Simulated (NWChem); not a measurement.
Species: VNHF₃; SMILES [NH]=[V]([F])([F])[F]

```xyz
6

V      0.0000     0.0001     0.0173
N      0.0009     0.0033     1.6004
H      0.0015     0.0056     2.6207
F      1.2979     0.9781    -0.5171
F     -1.4973     0.6337    -0.5148
F      0.1985    -1.6147    -0.5113
```
Atoms are numbered in this order, from 1.

All runs use the structure optimised with PBE0/def2-SVP.

Question: Give the principal values of the shielding tensors (ppm) of V1, N2, F4 from BHandHLYP/pcSseg-1, GIAO (NWChem), with their diamagnetic and paramagnetic parts as GIAO splits them.

Answer: 
```tsv
atom	σ11	σ22	σ33	isotropic	diamagnetic	paramagnetic
V1	-1602.1	-1602.1	-359.6	-1187.9	1701.0	-2888.9
N2	-650.0	-650.0	-14.8	-438.3	328.6	-766.9
F4	-587.8	124.6	215.5	-82.6	478.6	-561.1
```
